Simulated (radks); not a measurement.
Values are calculated unless marked as measured or tabulated.
Ionisation of La+, [Xe] 5d2, to La2+, [Xe] 5d1, under several functionals. Dirac Kohn-Sham, spin-unpolarised, spherical densities, point nucleus; open shells are shared between the two j in proportion to 2j + 1; a radial shooting solver on a logarithmic mesh with Libxc functionals.

functional                                        E(La+) (hartree)  Exc (hartree)  IE (eV)  -e(HOMO) (eV)  <r> HOMO (bohr)  IE error (eV)
LDA (Slater exchange, Perdew-Zunger correlation)        -8490.8571      -197.3466   11.001          7.290            2.917         -0.184
exchange-only LDA                                       -8485.3913      -191.8094    9.883          6.270            3.010         -1.302
LDA (Slater exchange, VWN5 correlation)                 -8490.8786      -197.3685   10.997          7.284            2.917         -0.188
XLYP                                                    -8498.6723      -205.2418   10.777          7.060            2.962         -0.408
LDA (Slater exchange, Perdew-Wang correlation)          -8490.8557      -197.3452   10.996          7.284            2.917         -0.189
PW91                                                    -8498.3841      -204.9662   10.852          7.121            2.917         -0.333
BP86                                                    -8498.6382      -205.2179   10.908          7.217            2.909         -0.277
PBE                                                     -8497.2853      -203.8518   10.814          7.091            2.918         -0.371

NIST Atomic Spectra Database: 11.185 eV (measured). Closest: LDA (Slater exchange, Perdew-Zunger correlation). The Delta-SCF values span 1.12 eV, the total energies 13.28 hartree. The highest occupied level is 5d5/2. Spin polarisation and multiplet splitting are left out, so open shells lie too high by an amount that depends on their filling. Sharing an open shell by 2j + 1 raises it above the true ground level by a part of the spin-orbit splitting, which enters the differences from NIST.

Beside tabulated values, note that spin-unpolarised runs miss the spin-polarisation part of the exchange energy of open shells.
